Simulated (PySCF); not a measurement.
**Core-level binding energies of `S[SiH]1CCC1`**

C₃H₈SSi.
Bonds: S1–Si2, Si2–C3, C3–C4, C4–C5, Si2–C5. Hydrogens: H6 on S1; H7 on Si2; H8, H9 on C3; H10, H11 on C4; H12, H13 on C5.

Theory: delta-SCF UKS SCAN, pcX-2 on the ionised atom, pcseg-1 elsewhere, spin-free X2C (PySCF 2.14.0). Binding energies are ΔSCF values: E(core-ionised, relaxed orbitals) − E(ground state) at a fixed geometry, referred to the vacuum level.

Task: Give the core binding energies atom by atom.

Result: 
| atom(s) | environment | level | binding energy (eV) | 2p1/2 (eV) | above the level's lowest (eV) | count |
| --- | --- | --- | --- | --- | --- | --- |
| S1 | sulfur bonded to Si and H | S 1s | 2476.92 | – | 0.00 | 1 |
| Si2 | SiH silicon | Si 1s | 1846.55 | – | 0.00 | 1 |
| C4 | four-membered-ring carbon | C 1s | 290.73 | – | +0.75 | 1 |
| C3/C5 | sp3 carbon bound to silicon | C 1s | 289.98 | – | 0.00 | 2 |
| Si2 | SiH silicon | Si 2p3/2 | 106.72 | 107.34 | 0.00 | 1 |

Lowest listed C 1s: C3/C5, bonded to C, 2 H and Si. Highest, 0.75 eV above it: C4, bonded to 2 C and 2 H. Summing the Pauling electronegativity differences to the bonded atoms, each weighted by its formal bond order, gives -1.35 for the lowest site and -0.70 for the highest.

Task: Which effective nuclear charge Zeff reproduces each element's mean 1s value in the hydrogen-like formula E = 13.606 eV × Zeff²?

Result: C (Z = 6): mean 290.2 eV, Zeff = 4.62, Z − Zeff = 1.38; Si (Z = 14): mean 1846.5 eV, Zeff = 11.65, Z − Zeff = 2.35; S (Z = 16): mean 2476.9 eV, Zeff = 13.49, Z − Zeff = 2.51. Means run over the listed sites, weighted by atom count.

One atom of each set of topologically equivalent atoms was ionised and stands for the set; in this conformer not all members are related by symmetry, and their own values weren't computed. Not every level is listed. 2p3/2 and 2p1/2 are the ΔSCF energy of one spin-free 2p hole plus the eigenvalues of a spin–orbit and ligand-field matrix of the shell. 2p1/2 minus 2p3/2 (ligand field included): Si 0.62 eV. One conformer (not necessarily the lowest) at the PBE0-D3(BJ)/def2-SVP geometry, without solvent, vibrations or thermal averaging.

The values belong to the conformer `[SH:1][SiH:2]1[CH2:3][CH2:4][CH2:5]1`: H–S1–Si2–C3 -158°.
